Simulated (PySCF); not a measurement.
**From a computed spectrum to the compound**

A species of 8 atoms with charge 2 has these harmonic modes (PBE, small Gaussian bases with core potentials, PySCF 2.14.0):

```
cm⁻¹  km/mol  symmetry
 191    35.2         e
 191    35.2         e
 215     0.4        a1
 275    45.0         e
 275    45.0         e
 319   172.2         e
 319   172.2         e
 355     0.0        a2
 394   713.0        a1
 413    92.4         e
 413    92.4         e
 864     1.0        a1
 894    49.3         e
 894    49.3         e
1073    21.4        a1
3378  1921.3         e
3378  1921.3         e
3419    18.4        a1
```

Problem. Which species is it, and in which structure?

Solution. [ReO(OH)3]2+ (singlet):
```xyz
8

Re    0.0044    0.0037    0.0043
O     1.0325    0.8642    0.9933
O    -1.1206   -0.9215    1.0265
H    -1.5045   -1.2332    1.9000
O     0.9767   -1.0963   -1.0015
H     1.8312   -1.5112   -1.3255
O    -0.8892    1.1531   -1.0190
H    -1.1365    2.0666   -1.3535
```
Ideal gas at 298.15 K and 1 bar: S = 349.1 J/(mol K), Cp = 117.1 J/(mol K), H − H(0 K) = 22.6 kJ/mol (rigid rotor, harmonic modes, spin degeneracy alone). 
 Other answers can fit too; this one was computed.
